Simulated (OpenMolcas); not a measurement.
## Rh5+: moving or changing the point charges

Rh5+ among 6 point charges of -1.7 e arranged as a trigonal antiprism (D3d), 1.94 Å from the ion, with a polar angle of 58.0° against the regular 54.74°.

```json
{"Program": "OpenMolcas", "Method": "SS-CASPT2, IPEA 0.25 Eh, imaginary shift 0.1 Eh (closed shells correlated: 4s 4p)", "Basis": "ANO-RCC-VDZP [6s5p3d1f]", "Scalar Hamiltonian": "DKH2, point nucleus", "Active space": "4 electrons in 5 orbitals (4d)", "State averaging": "2S+1 = 5 even, 5 roots; 2S+1 = 3 even, 45 roots; 2S+1 = 1 even, 50 roots", "Spin-orbit coupling": "RASSI with atomic mean-field integrals over the reference wave functions"}
```

Runs around this geometry, states (labels of D3, the rotations of D3d). Energies in cm-1 above the lowest state or level, χT in cm3 K/mol.

| R (Å) | q (e) | Polar angle / regular | Ground state | First state of that spin | First gap with spin-orbit (degeneracies) | χT at 300 K | First state of another spin |
| --- | --- | --- | --- | --- | --- | --- | --- |
| 1.94 | -1.7 | 0.98 | 5E | 5A1 5090 | 400 (1, 2) | 1.178 | 3E 18120 |
| 1.94 | -0.85 | 1.06 | 5E | 5E 2670 | 280 (1, 1) | 0.789 | 3A2 20070 |
| 1.82 | -1.7 | 1.06 | 5E | 5E 7160 | 130 (1, 1) | 1.348 | 3A2 15700 |
| 1.94 | -1.7 | 1.06 | 5E | 5E 5310 | 150 (1, 1) | 1.155 | 3A2 17670 |
| 2.06 | -1.7 | 1.06 | 5E | 5E 4020 | 180 (1, 1) | 0.994 | 3A2 18950 |

Taking the first state of the same spin as R^-n, n = -ln(4020 / 7160) / ln(2.06 / 1.82) = 4.7 between the shortest and longest distance.

Scaling the charges by -0.85 / -1.7 = 0.50 scales the first state of the same spin by 2670 / 5310 = 0.50; with fixed orbitals a first-order splitting would follow the charge.

Roots that are degenerate in the reference are averaged as groups; the widest CASPT2 spread within a group is 220 cm-1 (the 2-fold group of multiplicity 1 near 81700 cm-1 above the lowest state of its run, R = 1.94, q = -1.7, ratio = 0.98). Shifts and gaps below about the spread of the groups concerned are not significant. An orbital doublet at a regular site is open to a Jahn-Teller distortion, which this geometry leaves out. Point charges give a weaker field than real ligands, and real ions of this kind are as a rule low spin; the high spin found here belongs to the model. Free-ion shares, where given, are those of the reference states; single-state CASPT2 does not remix them. The ground term spreads over less than 5000 cm-1, several times less than with real ligands, so orbital moments are less quenched and χT lies further from the spin-only value than at real sites (holds for R = 1.94, q = -0.85, ratio = 1.06). This is an electrostatic model: the charges have no orbitals. No measured value stands beside these numbers.
